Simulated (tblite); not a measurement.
C4H6N4 (charge -1 and doublet state).
Bonds: C1–N2, N2–C3, C3–C4, C4–N5 (aromatic), N5–N6 (aromatic), N6–C7 (aromatic), C7–N8 (aromatic), C4–N8 (aromatic). Hydrogens: H9, H10, H11 on C1; H12 on C3; H13 on C7; H14 on N8.

Structure optimised with GFN2-xTB, isolated species. This method treats the open shell by occupation alone, without spin polarisation.

Give the optimised bond lengths and angles.

```json
{"bond": "C1–N2", "length (bohr)": "2.696"}
{"bond": "N2–C3", "length (bohr)": "2.530"}
{"bond": "C3–C4", "length (bohr)": "2.619"}
{"bond": "C4–N5", "length (bohr)": "2.553"}
{"bond": "N5–N6", "length (bohr)": "2.546"}
{"bond": "N6–C7", "length (bohr)": "2.454"}
{"bond": "C7–N8", "length (bohr)": "2.593"}
{"bond": "C4–N8", "length (bohr)": "2.646"}
{"bond": "C1–H9", "length (bohr)": "2.072"}
{"bond": "C1–H10, C1–H11", "length (bohr)": "2.095"}
{"bond": "C3–H12", "length (bohr)": "2.072"}
{"bond": "C7–H13", "length (bohr)": "2.033"}
{"bond": "N8–H14", "length (bohr)": "1.894"}
```

Bonds in one row agree within 0.02 bohr and their mean is given. A selection of angles:
```json
{"angle": "N2–C1–H9", "degrees": "108.7"}
{"angle": "N2–C1–H10", "degrees": "113.3"}
{"angle": "H9–C1–H10", "degrees": "107.6"}
{"angle": "H10–C1–H11", "degrees": "106.2"}
{"angle": "C1–N2–C3", "degrees": "115.2"}
{"angle": "N2–C3–C4", "degrees": "121.2"}
{"angle": "N2–C3–H12", "degrees": "122.0"}
{"angle": "C4–C3–H12", "degrees": "116.8"}
{"angle": "C3–C4–N5", "degrees": "129.3"}
{"angle": "C3–C4–N8", "degrees": "122.8"}
{"angle": "N5–C4–N8", "degrees": "107.9"}
{"angle": "C4–N5–N6", "degrees": "108.0"}
{"angle": "N5–N6–C7", "degrees": "109.0"}
{"angle": "N6–C7–N8", "degrees": "110.8"}
{"angle": "N6–C7–H13", "degrees": "125.4"}
{"angle": "N8–C7–H13", "degrees": "123.7"}
{"angle": "C7–N8–H14", "degrees": "131.7"}
{"angle": "C4–N8–C7", "degrees": "104.2"}
{"angle": "C4–N8–H14", "degrees": "124.0"}
```

Dihedral angles: C1–N2–C3–C4 180° (antiperiplanar); N2–C3–C4–N5 180° (antiperiplanar).

Of the pairs four or more bonds apart, N2···H14 is among the closest relative to their van der Waals radii: 2.62 Å, 95 % of the sum of Bondi's values. C4 (carbon bonded to C and 2 N) is planar (angles 129.3°, 122.8° and 107.9°, sum 360.0°, 0.00 Å off the plane of its three neighbours). The 5-membered ring C4–N5–N6–C7–N8 has internal angles of 104.2° to 110.8°; it is planar, 0.00 Å rms from its mean plane, widest ring torsion 0°. The 8 heavy atoms lie in one plane (0.000 Å rms). C7 (carbon bonded to 2 N and H) is planar (angles 125.4°, 123.7° and 110.8°, sum 360.0°, 0.00 Å off the plane of its three neighbours). N8 (nitrogen bonded to 2 C and H) is planar (angles 131.7°, 124.0° and 104.2°, sum 360.0°, 0.00 Å off the plane of its three neighbours). C3 (carbon bonded to C, N and H) is planar (angles 122.0°, 121.2° and 116.8°, sum 360.0°, 0.00 Å off the plane of its three neighbours).

Point group: Cs (every atom within 0.08 Å of its image). GFN2-xTB frequencies show an imaginary mode (78i cm⁻¹), so the point is no minimum at that level. Whether the extra electron is bound in the gas phase wasn't checked; a finite basis holds it in any case.

One conformer stands for the species.

These are computed values.
